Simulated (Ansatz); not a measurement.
Consider the formal hydrolysis of a W–Cl bond: `[O]=[W]([OH])([Cl])([Cl])[Cl]` + H₂O → `[O]=[W]([OH])([OH])([Cl])[Cl]` + HCl.

Isolated molecules relaxed with PBE0-D4/def2-TZVP in Ansatz; ΔE leaves out vibrations. CCSD(T)/CBS adds triple-zeta CCSD(T) − MP2 to the extrapolated MP2 energy (def2 sets, frozen cores). This one scheme is used for every species. DFT in def2-TZVPP. B3LYP here is the variant with VWN-RPA as its local correlation; programs differ in this. Elements past krypton have def2 core potentials. For W outer-core shells are correlated without core-valence functions, which leaves a few kJ/mol of doubt a bond. One conformer a species, not always the lowest.

```tsv
level	ΔE (kcal/mol)
r2SCAN-D4	-0.5
PBE0-D4	0.7
PBE	0.0
PBE0	0.2
B3LYP	-1.4
HF/def2-TZVPP	-2.0
SCS-MP2/def2-QZVPP	2.0
CCSD/CBS(def2)	0.1
```

Question: What does CCSD(T)/CBS give? (Best estimate.)

Answer: The calculation gave: +0.8 kcal/mol. The listed levels differ from it by -1.3, -0.1, -0.8, -0.6, -2.2, -2.8, 1.2, -0.7 kcal/mol.

Largest T1 diagnostic among the species: 0.021, so the coupled-cluster value is less sure than usual.

The D4 term adds +1.0 kcal/mol with B3LYP and +0.5 kcal/mol with PBE0; it sums over pairs of atoms, weighted by their polarisabilities, and B3LYP, whose exchange is more repulsive, gets the larger term. In def2-TZVPP, CCSD(T) changes the Hartree–Fock value by +1.2 kcal/mol (the triples alone add +0.7 kcal/mol) and MP2 by +4.8 kcal/mol.

CCSD(T)/CBS has its own doubt, a few kJ/mol and more with outer-core shells, so smaller differences from it don't rank the levels.
